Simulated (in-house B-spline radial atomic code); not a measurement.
**RPA and G0W0 on BHandHLYP: the tellurium ion Te⁴⁺**

Configuration [Kr] 4d10 5s2, mean-field start BHandHLYP. Computed with a B-spline radial code for spherical atoms: all electrons, scalar-relativistic (spin-free one-electron X2C), finite nucleus, each spin shell either full or empty, empty states to l = 9 with an (l + 1/2)⁻⁴ tail; G0W0 by contour deformation at full frequency.

Command:
```bash
python run_gw.py task.json out
```
Settings (radii: box in bohr, nucleus in fm):
```
Z                        52
electrons                48
configuration            [Kr] 4d10 5s2
hamiltonian              x2c
method                   bhandhlyp
lmax                     9
rms_radius               4.7423
spin_polarised           False
box_radius               11.96
intervals                67
ion_configuration        [Kr] 4d10 5s1
```

Time taken, with all properties: 7.4 s on 1 thread of Arm Neoverse V1, on a shared host.

Energies (hartree):

| term | value |
| --- | --- |
| mean-field total | -6790.42055 |
| Hartree-Fock functional on these orbitals | -6787.66549 |
| direct second order | -4.1838 |
| second-order exchange | 1.1525 |
| SOSEX correction | 1.0794 |

What is the RPA correlation energy, and what remains with SOSEX?

RPA gives -3.7168 hartree (-2.11 eV per electron); RPA + SOSEX gives -2.6373, and the second-order doubles -3.0313 hartree (no singles). RPA lacks exchange-type terms and so overcorrelates at short range.

Quasi-particle levels (eV):

```json
{"level": "5s", "occupied": "yes", "mean field": "-55.42", "Σx - vxc": "-1.05", "Σc": "?", "QP weight": "?", "G0W0": "?"}
{"level": "4d", "occupied": "yes", "mean field": "-90.75", "Σx - vxc": "-5.11", "Σc": "0.58", "QP weight": "0.942", "G0W0": "-95.28"}
{"level": "5p", "occupied": "no", "mean field": "-39.17", "Σx - vxc": "3.41", "Σc": "-1.47", "QP weight": "0.967", "G0W0": "-37.22"}
```

G0W0 = mean field + (Σx - vxc) + Σc, with Σc (partial-wave tail included) taken at the quasi-particle energy. Only the outer levels were computed. Levels of low weight are left out.

Where does G0W0 put 5s?

At -58.79 eV, with Σc = -2.32 eV and a quasi-particle weight of 0.967. The tabulated removal energy is 59.3 ± 0.9 eV (NIST, measured); the calculation leaves out spin-orbit coupling, Breit and QED terms, and what these don't explain is the method's own error.

What does it cost to remove one electron (to [Kr] 4d10 5s1) by differences of total energies, each species on its own start (correlation terms add to the Hartree-Fock functional)?

BHandHLYP 58.20 eV, Hartree-Fock functional 56.23 eV, + RPA 58.62 eV, + RPA + SOSEX 58.11 eV, + second order 59.25 eV. Tabulated: 59.3 ± 0.9 eV (NIST, measured); the calculation leaves out spin-orbit coupling, Breit and QED terms, and what these don't explain is the method's own error.
